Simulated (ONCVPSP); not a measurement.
## Building the ONCV potential for Hf (PBE, fully relativistic).

ONCVPSP 4.0.1 input, shortened (lines: element, Z, core and valence counts, functional; n l f; lmax; l rc ep ncon nbas qcut; lloc lpopt rc5 dvloc0; l nproj debl; icmod fcfact rcfact), PBE, fully relativistic:

```
  Hf 72.00   10    4        4      upf
    1    0    2.00
    2    0    2.00
    2    1    6.00
    3    0    2.00
    3    1    6.00
    3    2   10.00
    4    0    2.00
    4    1    6.00
    4    2   10.00
    4    3   14.00
    5    0    2.00
    5    1    6.00
    5    2    2.00
    6    0    1.50
    2
    0    1.45    0.00    4    9    6.40
    1    1.90    0.00    4    7    6.30
    2    3.15    0.00    4    9    5.80
    4    4    1.00    0.00
    0    2    2.10
    1    2    2.20
    2    2    1.40
    1    0.70    0.00
```

Open shells are filled in proportion to 2j + 1.

* Cutoffs needed: 20 Ha and 92 Ha (the cutoffs (Ha) at which the residual kinetic energy of the hardest occupied pseudo-wave falls to 1 and 0.1 mHa per electron)
* Ghost test: no bound ghost flagged; GHOST(+) flagged for s at 134.6 eV
* Largest excitation error: -8.4 meV (all-electron minus pseudo) for 5s2 5p6 5d2 6s0, out of 4 test configurations
* rms error of d²Exc/dni dnj: 8.84 mHa without and 2.49 mHa with the model core
